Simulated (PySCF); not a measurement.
C2H6GeN2, SMILES [NH2][Ge@H]1[CH]=N[CH2]1. Atoms are numbered in the order given.

```xyz
11

N      1.8926     0.0356     0.7942
Ge     0.4102    -0.2117    -0.2373
C     -1.3021    -0.7153     0.6102
N     -1.9738     0.2954     0.2030
C     -1.0330     1.1594    -0.5211
H      2.7805     0.1416     0.3147
H      1.8273     0.6891     1.5676
H      0.8982    -1.0225    -1.4576
H     -1.7701    -1.5161     1.2023
H     -0.9059     2.1238    -0.0026
H     -1.3771     1.3758    -1.5458
```

The structure is a stationary point at PBE0-D3(BJ)/def2-SVP. The structure was generated by enumeration; whether it is a known compound was not checked. The values are those of a single conformer.

Level of theory: PySCF with PBE/def2-TZVP.

ESP charges are fitted to the potential on shells at 1.4 to 2.0 van der Waals radii. Atomic charges (e):

```csv
atom,ESP fit,IAO,Löwdin
N1,[?],-0.78,-0.34
Ge2,0.31,0.75,0.42
C3,0.27,-0.23,-0.35
N4,[?],-0.23,0.09
C5,-0.17,-0.42,-0.43
H6,0.38,0.27,0.15
H7,0.38,0.26,0.15
H8,[?],-0.08,-0.05
H9,[?],0.15,0.11
H10,0.13,0.15,0.12
H11,0.11,0.15,0.12
```

### Question
Some entries are withheld; supply them. (The exact figures need the calculation; the answer reports its results.)

### Answer

- N1, ESP fit: -0.94
- N4, ESP fit: -0.44
- H8, ESP fit: -0.04
- H9, ESP fit: 0.01
